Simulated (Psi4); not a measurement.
H2AlFO2 (SMILES [OH][Al]([OH])[F]), singlet, at a GFN2-xTB geometry (such geometries of metal compounds can be far from the true shape), atoms displaced at random by about 0.08 Å a coordinate; PBE0/def2-SVP, gradient run with Psi4 1.11.

Input for Psi4:
```
memory 2 GB

molecule mol {
0 1
Al    0.071737    0.005203   -0.073182
F    -1.330977   -1.144558   -0.088896
O    -0.229088    1.306358   -0.785069
H     0.369446    2.128019   -1.041674
O     1.362415   -0.375254    0.992037
H     1.666548   -1.230870    1.435561
symmetry c1
no_reorient
no_com
}

set {
  basis def2-svp
  reference rks
}

gradient('pbe0')
print_variables()
```

What the program printed (banner, timings and long lists left out):

```
gradient() will perform analytic gradient computation.

   => Loading Basis Set <=

    Name: DEF2-SVP
    Role: ORBITAL
    Keyword: BASIS

         ---------------------------------------------------------
                                   SCF
               by Justin Turney, Rob Parrish, Andy Simmonett
                          and Daniel G. A. Smith
                              RKS Reference
         ---------------------------------------------------------

  ==> Geometry <==

    Molecular point group: c1
    Full point group: C1

    Geometry (in Angstrom), charge = 0, multiplicity = 1:

       Center              X                  Y                   Z               Mass
    ------------   -----------------  -----------------  -----------------  -----------------
         AL           0.071737000000     0.005203000000    -0.073182000000    26.981538530000
         F           -1.330977000000    -1.144558000000    -0.088896000000    18.998403162730
         O           -0.229088000000     1.306358000000    -0.785069000000    15.994914619570
         H            0.369446000000     2.128019000000    -1.041674000000     1.007825032230
         O            1.362415000000    -0.375254000000     0.992037000000    15.994914619570
         H            1.666548000000    -1.230870000000     1.435561000000     1.007825032230

  Running in c1 symmetry.

  Rotational constants: A =      0.22755  B =      0.20301  C =      0.10766 [cm^-1]
  Rotational constants: A =   6821.84560  B =   6086.08939  C =   3227.50127 [MHz]
  Nuclear repulsion =  159.605574766904482

  Charge       = 0
  Multiplicity = 1
  Electrons    = 40
  Nalpha       = 20
  Nbeta        = 20

  ==> Algorithm <==

  SCF Algorithm Type is DF.
  DIIS enabled.
  MOM disabled.
  Fractional occupation disabled.
  Guess Type is SAD.
  Energy threshold   = 1.00e-08
  Density threshold  = 1.00e-08
  Integral threshold = 1.00e-12

  ==> Primary Basis <==

  Basis Set: DEF2-SVP
    Blend: DEF2-SVP
    Number of shells: 32
    Number of basis functions: 70
    Number of Cartesian functions: 74
    Spherical Harmonics?: true
    Max angular momentum: 2

  ==> DFT Potential <==

   => LibXC <=

    Version 7.1.2
    S. Lehtola, C. Steigemann, M. J. T. Oliveira, and M. A. L. Marques,  SoftwareX 7, 1–5 (2018) (10.1016/j.softx.2017.11.002)

   => Composite Functional: PBE0 <=

    PBE0 Hyb-GGA Exchange-Correlation Functional

    C. Adamo and V. Barone,  J. Chem. Phys. 110, 6158 (1999) (10.1063/1.478522)
    M. Ernzerhof and G. E. Scuseria,  J. Chem. Phys. 110, 5029 (1999) (10.1063/1.478401)

    Deriv               =              1
    GGA                 =           TRUE
    Meta                =          FALSE

    Exchange Hybrid     =           TRUE
    MP2 Hybrid          =          FALSE

   => Exchange Functionals <=

    0.7500   Perdew, Burke & Ernzerhof

   => Exact (HF) Exchange <=

    0.2500               HF

   => Correlation Functionals <=

    1.0000   Perdew, Burke & Ernzerhof

   => LibXC Density Thresholds  <==

    XC_HYB_GGA_XC_PBEH:  1.00E-15

   => Molecular Quadrature <=

    Radial Scheme          =       TREUTLER
    Pruning Scheme         =           NONE
    Nuclear Scheme         =       TREUTLER

    Blocking Scheme        =         OCTREE
    BS radius alpha        =              1
    Pruning alpha          =              1
    Radial Points          =             75
    Spherical Points       =            302
    Total Points           =         131081
    Total Blocks           =           1034
    Max Points             =            256
    Max Functions          =             68
    Weights Tolerance      =       1.00E-15

   => Loading Basis Set <=

    Name: (DEF2-SVP AUX)
    Role: JKFIT
    Keyword: DF_BASIS_SCF

  ==> Integral Setup <==

  SCF_SUBTYPE=INCORE selected. In-core MEM_DF algorithm will be used.
  Using in-core AOs.

  ==> MemDFJK: Density-Fitted J/K Matrices <==

    J tasked:                   Yes
    K tasked:                   Yes
    wK tasked:                   No
    Algorithm:                 Core
    Schwarz Cutoff:           1E-12
    Mask sparsity (%):       1.7959
    Fitting Condition:        1E-10

   => Auxiliary Basis Set <=

  Basis Set: (DEF2-SVP AUX)
    Blend: DEF2-UNIVERSAL-JKFIT
    Number of shells: 125
    Number of basis functions: 395
    Number of Cartesian functions: 474
    Spherical Harmonics?: true
    Max angular momentum: 4

  Minimum eigenvalue in the overlap matrix is 1.2632054090E-02.
  Reciprocal condition number of the overlap matrix is 3.2313616026E-03.
    Using symmetric orthogonalization.

  ==> Pre-Iterations <==

  SCF Guess: Superposition of Atomic Densities via on-the-fly atomic UHF (no occupation information).

   -------------------------
    Irrep   Nso     Nmo
   -------------------------
     A         70      70
   -------------------------
    Total      70      70
   -------------------------

  ==> Iterations <==

                           Total Energy        Delta E     RMS |[F,P]|

   @DF-RKS iter SAD:  -492.46544413802980   -4.92465e+02   0.00000e+00
   @DF-RKS iter   1:  -493.00828900636725   -5.42845e-01   1.48782e-02 ADIIS/DIIS
   @DF-RKS iter   2:  -492.44790573132627    5.60383e-01   2.24613e-02 ADIIS/DIIS
   @DF-RKS iter   3:  -493.41181955333889   -9.63914e-01   1.06217e-03 ADIIS/DIIS
   @DF-RKS iter   4:  -493.41290200773642   -1.08245e-03   7.98538e-04 ADIIS/DIIS
   @DF-RKS iter   5:  -493.41393394635560   -1.03194e-03   1.68437e-04 ADIIS/DIIS
   @DF-RKS iter   6:  -493.41398508783971   -5.11415e-05   2.31094e-05 DIIS
   @DF-RKS iter   7:  -493.41398575081496   -6.62975e-07   1.33883e-05 DIIS
   @DF-RKS iter   8:  -493.41398607304939   -3.22234e-07   1.13969e-06 DIIS
   @DF-RKS iter   9:  -493.41398607541299   -2.36361e-09   1.22223e-07 DIIS
   @DF-RKS iter  10:  -493.41398607544261   -2.96154e-11   1.09436e-08 DIIS
   @DF-RKS iter  11:  -493.41398607544357   -9.66338e-13   2.42588e-09 DIIS
[...]
      Ntotal   =   39.9999845719 ; deviation = -1.543e-05

    Orbital Energies [Eh]
    ---------------------

    Doubly Occupied:

[...]
    Virtual:

[...]
    Final Occupation by Irrep:
              A
    DOCC [    20 ]
    NA   [    20 ]
    NB   [    20 ]

  @DF-RKS Final Energy:  -493.41398607544357

   => Energetics <=

    Nuclear Repulsion Energy =            159.6055747669044820
    One-Electron Energy =               -1004.2066077645047244
    Two-Electron Energy =                 386.6403795636139762
    DFT Exchange-Correlation Energy =     -35.4533326414573580
    Empirical Dispersion Energy =           0.0000000000000000
    VV10 Nonlocal Energy =                  0.0000000000000000
    Total Energy =                       -493.4139860754435745

Computation Completed

Properties will be evaluated at   0.000000,   0.000000,   0.000000 [a0]

Properties computed using the SCF density matrix

 Multipole Moments:

 ------------------------------------------------------------------------------------
     Multipole            Electronic (a.u.)      Nuclear  (a.u.)        Total (a.u.)
 ------------------------------------------------------------------------------------

 L = 1.  Multiply by 2.5417464519 to convert [e a0] to [Debye]
 Dipole X            :          1.1052746            0.1065768            1.2118514
 Dipole Y            :          4.0834248           -3.5666729            0.5167520
 Dipole Z            :         -0.7660155            0.5635182           -0.2024973
 Magnitude           :                                                    1.3328997

 ------------------------------------------------------------------------------------

         ------------------------------------------------------------
                                   SCF GRAD
                          Rob Parrish, Justin Turney,
                       Andy Simmonett, and Alex Sokolov
         ------------------------------------------------------------

  ==> Geometry <==

    Molecular point group: c1
    Full point group: C1

    Geometry (in Angstrom), charge = 0, multiplicity = 1:

       Center              X                  Y                   Z               Mass
    ------------   -----------------  -----------------  -----------------  -----------------
         AL           0.071737000000     0.005203000000    -0.073182000000    26.981538530000
         F           -1.330977000000    -1.144558000000    -0.088896000000    18.998403162730
         O           -0.229088000000     1.306358000000    -0.785069000000    15.994914619570
         H            0.369446000000     2.128019000000    -1.041674000000     1.007825032230
         O            1.362415000000    -0.375254000000     0.992037000000    15.994914619570
         H            1.666548000000    -1.230870000000     1.435561000000     1.007825032230

  Nuclear repulsion =  159.605574766904482

  ==> Basis Set <==

  Basis Set: DEF2-SVP
    Blend: DEF2-SVP
    Number of shells: 32
    Number of basis functions: 70
    Number of Cartesian functions: 74
    Spherical Harmonics?: true
    Max angular momentum: 2

  ==> DFJKGrad: Density-Fitted SCF Gradients <==

    Gradient:                    1
    J tasked:                  Yes
    K tasked:                  Yes
    wK tasked:                  No
    Integrals threads:           1
    Schwarz Cutoff:          1E-12
    Fitting Condition:       1E-10

   => Auxiliary Basis Set <=

  Basis Set: (DEF2-SVP AUX)
    Blend: DEF2-UNIVERSAL-JKFIT
    Number of shells: 125
    Number of basis functions: 395
    Number of Cartesian functions: 474
    Spherical Harmonics?: true
    Max angular momentum: 4

  ==> DFT Potential <==

   => LibXC <=

    Version 7.1.2
    S. Lehtola, C. Steigemann, M. J. T. Oliveira, and M. A. L. Marques,  SoftwareX 7, 1–5 (2018) (10.1016/j.softx.2017.11.002)

   => Composite Functional: PBE0 <=

    PBE0 Hyb-GGA Exchange-Correlation Functional

    C. Adamo and V. Barone,  J. Chem. Phys. 110, 6158 (1999) (10.1063/1.478522)
    M. Ernzerhof and G. E. Scuseria,  J. Chem. Phys. 110, 5029 (1999) (10.1063/1.478401)

    Deriv               =              1
    GGA                 =           TRUE
    Meta                =          FALSE

    Exchange Hybrid     =           TRUE
    MP2 Hybrid          =          FALSE

   => Exchange Functionals <=

    0.7500   Perdew, Burke & Ernzerhof

   => Exact (HF) Exchange <=

    0.2500               HF

   => Correlation Functionals <=

    1.0000   Perdew, Burke & Ernzerhof

   => LibXC Density Thresholds  <==

    XC_HYB_GGA_XC_PBEH:  1.00E-15

   => Molecular Quadrature <=

    Radial Scheme          =       TREUTLER
    Pruning Scheme         =           NONE
    Nuclear Scheme         =       TREUTLER

    Blocking Scheme        =         OCTREE
    BS radius alpha        =              1
    Pruning alpha          =              1
    Radial Points          =             75
    Spherical Points       =            302
    Total Points           =         131081
    Total Blocks           =           1034
    Max Points             =            256
    Max Functions          =             68
    Weights Tolerance      =       1.00E-15

  -Total Gradient:
     Atom            X                  Y                   Z
    ------   -----------------  -----------------  -----------------
       1        0.018151778966     0.180998231217    -0.094056009648
       2       -0.049524088742    -0.035489869079     0.001298390479
       3       -0.025425029458    -0.194162329245     0.093442665377
       4        0.046347695983     0.057334183602    -0.017821020545
       5       -0.008651284852     0.032198487683    -0.006895233542
       6        0.019106462544    -0.040705565543     0.023648359727

  Variable Map:
  ----------------------------------------------------------------------------
[...]
  Array Variable Map:
  ----------------------------------------------------------------------------
[...]
[...]
```
